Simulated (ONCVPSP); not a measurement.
u(r) = r·R(r): atom against pseudo-atom (Zn)

Columns: radius, all-electron u(r) and pseudo u(r) of the 3d shell (level -11.31 eV) of zinc in the configuration [Ne] 3s2 3p6 3d10 4s1.5 4p0.5; PBE, scalar-relativistic, ONCV scheme, ONCVPSP 4.0.1.

```csv
r (bohr),all-electron,pseudo
0.075,0.0646,0.0053
0.150,0.2753,0.0401
0.225,0.5284,0.1241
0.300,0.7455,0.2634
0.375,0.8998,0.4493
0.450,0.9920,0.6606
0.525,1.0323,0.8667
0.600,1.0345,1.0361
0.675,1.0109,1.1451
0.750,0.9714,1.1858
0.825,0.9228,1.1636
0.900,0.8699,1.0916
0.975,0.8155,0.9873
1.050,0.7617,0.8719
1.125,0.7097,0.7655
1.200,0.6601,0.6807
1.275,0.6132,0.6181
1.350,0.5693,0.5698
1.425,0.5283,0.5282
1.500,0.4902,0.4901
1.575,0.4548,0.4547
1.650,0.4219,0.4219
1.725,0.3915,0.3915
1.800,0.3634,0.3634
1.875,0.3374,0.3373
1.950,0.3133,0.3132
```

Task: How many radial nodes do the two functions have?

Result: The all-electron 3d function has n − l − 1 = 0; the pseudo-wave has 0.

Task: At about which radius was the pseudo-wave matched?

Result: 1.50 bohr. The columns agree to 0.0005 from 1.35 bohr on; several derivatives are matched, so the curves merge somewhat inside the radius.

Task: Is the pseudo-wave norm-conserving?

Result: Yes: the ONCV scheme keeps the norm inside the radius equal to the all-electron one, which fixes the energy derivative of the logarithmic derivative at the level.
